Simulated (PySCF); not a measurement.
Geometry:
```csv
atom,x (Å),y (Å),z (Å)
C1,-2.750,-0.169,-0.778
C2,-1.426,-0.760,-0.316
P3,-0.375,0.602,0.300
O4,-0.141,1.681,-0.663
C5,1.155,-0.179,0.957
S6,1.972,-1.079,-0.400
C7,2.760,0.308,-1.260
H8,-3.381,-0.932,-1.230
H9,-3.284,0.272,0.064
H10,-2.566,0.615,-1.510
H11,-0.892,-1.222,-1.152
H12,-1.567,-1.509,0.464
H13,-1.021,1.031,1.465
H14,0.925,-0.909,1.730
H15,1.840,0.576,1.347
H16,3.204,-0.101,-2.161
H17,3.531,0.732,-0.622
H18,2.008,1.049,-1.511
```

Geometry: GFN2-xTB; GIAO shifts from PySCF 2.14.0 with density-fitted response routines, gas phase, non-relativistic, averaged over equivalent atoms.

At OPBE/ANO-RCC-VDZP (161 basis functions, 2 min wall time on 1 thread of an Arm Neoverse V1, shared host):
```json
{"atoms": "C5", "δ (ppm)": "37.7"}
{"atoms": "C2", "δ (ppm)": "25.7"}
{"atoms": "C7", "δ (ppm)": "21.8"}
{"atoms": "C1", "δ (ppm)": "9.1"}
{"atoms": "P3", "δ (ppm)": "316.4"}
{"atoms": "O4", "δ (ppm)": "68.6"}
{"atoms": "H13", "δ (ppm)": "7.93"}
{"atoms": "H11", "δ (ppm)": "3.00"}
{"atoms": "H15", "δ (ppm)": "2.89"}
{"atoms": "H16/H17/H18", "δ (ppm)": "2.59"}
{"atoms": "H14", "δ (ppm)": "2.13"}
{"atoms": "H8/H9/H10", "δ (ppm)": "1.31"}
{"atoms": "H12", "δ (ppm)": "1.06"}
```

Shifts are taken against calculated references (same method and geometry level): 13C (σ = 190.83 ppm), 1H (σ = 31.71 ppm) against TMS; PH3 for 31P (σ = 676.29 ppm); H2O for 17O (σ = 332.47 ppm).

**Question.** Estimate the result of repeating the calculation with PBE0/pcSseg-1.

**Answer.** 
```json
{"atoms": "C5", "δ at PBE0/pcSseg-1": "36.8", "change": "-0.9"}
{"atoms": "C2", "δ at PBE0/pcSseg-1": "24.4", "change": "-1.3"}
{"atoms": "C7", "δ at PBE0/pcSseg-1": "22.9", "change": "+1.1"}
{"atoms": "C1", "δ at PBE0/pcSseg-1": "8.1", "change": "-1.0"}
{"atoms": "P3", "δ at PBE0/pcSseg-1": "0.5", "change": "-315.9"}
{"atoms": "O4", "δ at PBE0/pcSseg-1": "75.0", "change": "+6.4"}
{"atoms": "H13", "δ at PBE0/pcSseg-1": "7.42", "change": "-0.51"}
{"atoms": "H11", "δ at PBE0/pcSseg-1": "2.85", "change": "-0.15"}
{"atoms": "H15", "δ at PBE0/pcSseg-1": "2.61", "change": "-0.28"}
{"atoms": "H16/H17/H18", "δ at PBE0/pcSseg-1": "2.50", "change": "-0.09"}
{"atoms": "H14", "δ at PBE0/pcSseg-1": "1.81", "change": "-0.32"}
{"atoms": "H8/H9/H10", "δ at PBE0/pcSseg-1": "1.40", "change": "+0.09"}
{"atoms": "H12", "δ at PBE0/pcSseg-1": "0.73", "change": "-0.33"}
```

δ = σ(ref) − σ, references computed at the same level: 13C (186.93 ppm), 1H (31.72 ppm) against TMS; 31P (318.38 ppm) vs H3PO4; 17O (336.08 ppm) vs H2O.

The largest change is at P3 (phosphorus bonded to 2 C, O, H). Cost: 188 basis functions, about 80 core-seconds. The order of the carbon signals is the same at both levels.

Experimental scales use liquid or dissolved standards, which lie at an offset from isolated H2O (liquid H2O: subtract about 36 ppm).
